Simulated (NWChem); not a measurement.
Molecule: SnNH$_{4}$Br; SMILES [Br][SnH2][NH2]

```xyz
7

Sn     0.3014     0.8053     0.0000
N     -1.4334     1.8536     0.0000
Br    -0.0935    -1.6838     0.0000
H      1.1298     1.1567    -1.4488
H      1.1298     1.1567     1.4488
H     -2.0118     1.6885     0.8219
H     -2.0118     1.6885    -0.8219
```
Atoms are numbered in this order, from 1.

Computed with NWChem. Medium grid unless said otherwise, to which SCAN and Minnesota functionals are sensitive. Geometry: optimised at PBE0/def2-SVP. def2 effective core potentials on Sn; no spin-orbit coupling. Hybrids' shares of exact exchange are those that their runs print; pure functionals count as 0. The functionals differ in more than this share.

| row | share of exact exchange | orbital gap (eV) |
|---|---|---|
| PBE/def2-SVP | 0.00 | 4.51 |
| r2SCAN/def2-SVP | 0.00 | 5.05 |
| TPSSh/def2-SVP | 0.10 | 5.63 |
| B3LYP/def2-SVP | 0.20 | 6.23 |
| MPW1K/def2-SVP | 0.43 | withheld |
| M06-2X/def2-SVP | 0.54 | 9.21 |
| M05-2X/def2-SVP | 0.56 | 9.23 |

Problem. Fit a straight line of the last column on the one before it, predict the withheld value, and compare with the run.

Solution. 
1. Means of the 6 shown rows: x = 0.233, y = 6.643. Slope Σ(x − x̄)(y − ȳ)/Σ(x − x̄)² = 2.651/0.3285 = 8.068; intercept 4.761.
2. The shown rows scatter about the line by 0.174 (root mean square); the largest residual is +0.29, at r2SCAN/def2-SVP.
3. At x = 0.43 (MPW1K/def2-SVP; inside the shown range) the line gives 8.23.
4. The run gives 8.45, +0.22 from the line, 1.3 times the scatter.
